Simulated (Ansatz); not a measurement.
Consider the hydrogenolysis of the Si–F bond: `CN[SiH](F)S` + H₂ → `CN[SiH2]S` + H–F.

Program: Ansatz. Geometries: PBE0-D4/def2-TZVP. ΔE: electronic, gas phase. CCSD(T)/CBS adds triple-zeta CCSD(T) − MP2 to the extrapolated MP2 energy (def2 sets, frozen cores). This one scheme is used for every species. DFT in def2-TZVPP. HSE06 is defined as in plane-wave codes. Each species was taken in one conformer, which may not be the lowest.

`CN[SiH](F)S`:

```xyz
11

C     1.075    1.080   -0.204
N    -0.102    0.596    0.485
Si   -1.167   -0.609   -0.049
F    -2.123   -0.876    1.203
S    -0.109   -2.334   -0.684
H     1.899    1.246    0.495
H     0.895    2.013   -0.749
H     1.407    0.332   -0.927
H    -0.422    1.188    1.235
H    -2.060   -0.299   -1.189
H     0.707   -2.337    0.384
```

H₂:

```xyz
2

H    -0.174   -0.141   -0.298
H     0.174    0.141    0.298
```

`CN[SiH2]S`:

Cartesian coordinates in Å:
```
C 0.792 -1.133 -1.144
N 0.421 0.129 -0.542
Si -0.639 0.319 0.779
S -0.028 2.095 1.804
H 0.202 -1.376 -2.036
H 1.850 -1.142 -1.422
H 0.640 -1.939 -0.422
H 0.632 0.937 -1.106
H -0.498 -0.920 1.588
H -2.088 0.512 0.480
H -1.283 2.518 2.020
```

H–F:

Z-matrix (Å, degrees):
```
F
H 1 0.920
```

CCSD(T)/CBS gives +133.5 kJ/mol.

**Question.** Another level gave +127.3 kJ/mol. Which?
A. B2PLYP/def2-TZVPP
B. HSE06-D4/def2-TZVPP
C. B97M-V/def2-TZVPP
D. revPBE/def2-TZVPP

**Answer.** B. HSE06-D4 127.3, revPBE 123.1, B2PLYP 136.4, B97M-V 141.7 kJ/mol.

Largest T1 diagnostic among the species: 0.011.

At CCSD(T), def2-SVP lies −9.7 kJ/mol from the extrapolated value and def2-TZVPP −1.1 kJ/mol. The D4 term adds +4.2 kJ/mol with B3LYP and +2.3 kJ/mol with PBE0; it sums over pairs of atoms, weighted by their polarisabilities, and B3LYP, whose exchange is more repulsive, gets the larger term. Leaving LDA and LC-ωPBE aside and taking each functional with its dispersion term where it has one, the values, not all of them listed here, spread over 15.6 kJ/mol, from HSE06-D4 to r2SCAN-D4. LDA lies +4.9 kJ/mol from PBE without D4.

CCSD(T)/CBS has its own doubt, a few kJ/mol and more with outer-core shells, so smaller differences from it don't rank the levels.

B3LYP here is the variant with VWN-RPA as its local correlation; programs differ in this.
